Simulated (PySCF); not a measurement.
Two species compared at the same levels of theory.

First species: C₅H₂F₂O₂.
SMILES: `O=C(F)C1=C(F)C=CO1`

Second species: C4H5P.
SMILES: `C(/C)=C\C#P`

Levels: B3LYP/def2-SVPD for dipole moment, HOMO energy, LUMO energy, HOMO–LUMO gap, static isotropic polarisability and electronic spatial extent ⟨r²⟩ about the centre of nuclear charge; TDDFT B3LYP/def2-SVPD for lowest singlet excitation; TDA B3LYP/def2-SVPD for lowest triplet excitation (Tamm–Dancoff); GFN2-xTB for rotational constant A and rotational constant C. Geometries: GFN2-xTB. Each species is one conformer at its optimised geometry, gas phase, non-relativistic unless stated. Electronic properties by PySCF.

Dipoles, sizes and rotational constants follow the conformer. The torsions of the flexible species, by atom-mapped SMILES:
- `[O:1]=[C:2]([F:3])[c:4]1[o:5][cH:6][cH:7][c:8]1[F:9]`: O1–C2–C4–O5 180°

Task: Which has the higher static isotropic polarisability?

Result: The second: 82.5 au against 66.4 au, a difference of 16.1 au.

Task: Which has the higher S1 energy?

Result: The first: 5.27 eV against 3.86 eV, a difference of 1.41 eV.

Task: Which of the two has the higher ⟨r²⟩, and by how much?

Result: The first: 1046 bohr² against 799 bohr², a difference of 247 bohr².

Task: Which of the two has the higher dipole moment, and by how much?

Result: The first: 5.12 D against 2.17 D, a difference of 2.95 D.

Task: Which has the higher rotational constant C?

Result: The second: 1.399 GHz against 0.982 GHz, a difference of 0.417 GHz.

Task: Which of the two has the higher HOMO–LUMO gap, and by how much?

Result: The first: 5.38 eV against 4.51 eV, a difference of 0.87 eV.

Task: Which has the higher T1 energy?

Result: The first: 3.39 eV against 2.48 eV, a difference of 0.91 eV.

Task: Which has the higher HOMO energy?

Result: The second: -6.42 eV against -7.69 eV, a difference of 1.27 eV.

On the first: No computed singlet falls in the visible range (750 to 380 nm, 1.65 to 3.26 eV); S1 lies 2.01 eV above its blue end. S1 lies 0.11 eV below the HOMO–LUMO gap; its leading configuration is HOMO−2→LUMO, weight 0.97.

On the second: The vertical singlet–triplet gap S1 − T1 is 1.38 eV (TDDFT singlet less Tamm–Dancoff triplet; S1: HOMO→LUMO+1, weight 0.58, beside HOMO−1→LUMO, weight 0.41; T1: HOMO→LUMO, weight 0.96).
